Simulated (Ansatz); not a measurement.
One change: `B[CH](Cl)[GaH2]` becomes `BC(Cl)I`.

Ansatz, PBE0-D4/def2-TZVP geometries, multiplicity 1.  `B[CH](Cl)[GaH2]` holds a close contact that its SMILES doesn't draw: Ga···Cl 2.52 Å. `BC(Cl)I` holds a close contact that its SMILES doesn't draw: I···B 2.47 Å.

Elements past krypton have def2 core potentials. Scalar relativity is left out up to krypton. Spin–orbit coupling is left out; it splits and shifts lone-pair levels of the heavy atoms by tenths of an eV.

```csv
property,`B[CH](Cl)[GaH2]`
LUMO energy (PBE0/def2-TZVPP) / eV,-1.28
LUMO energy (B3LYP/def2-TZVPP) / eV,-1.51
HOMO–LUMO gap (ωB97M-V/def2-TZVPP) / eV,10.41
HOMO energy (PBE0/def2-TZVPP) / eV,-7.81
size of the dipole moment (ωB97M-V/def2-TZVPP) / D,1.13
HOMO energy (PBE/def2-TZVPP) / eV,-6.71
```

Problem. Give the same properties after the change, and the shifts. (Best estimate.)

Solution. Ansatz gave: 
```tsv
property	`BC(Cl)I`	shift
LUMO energy (PBE0/def2-TZVPP) / eV	-2.08	-0.80
LUMO energy (B3LYP/def2-TZVPP) / eV	-2.30	-0.79
HOMO–LUMO gap (ωB97M-V/def2-TZVPP) / eV	9.97	-0.44
HOMO energy (PBE0/def2-TZVPP) / eV	-7.93	-0.12
size of the dipole moment (ωB97M-V/def2-TZVPP) / D	1.14	0.01
HOMO energy (PBE/def2-TZVPP) / eV	-6.76	-0.05
```

With PBE0 the HOMO falls by 0.12 eV and the LUMO falls by 0.80 eV, so the gap narrows by about 0.68 eV. PBE moves the HOMO by -0.05 eV and ωB97M-V by -0.13 eV. The zero-point energy changes by -34.5 kJ/mol with -6 modes. Dipoles are sizes alone; their direction can turn.

B3LYP here is the variant with VWN-RPA as its local correlation; programs differ in this.
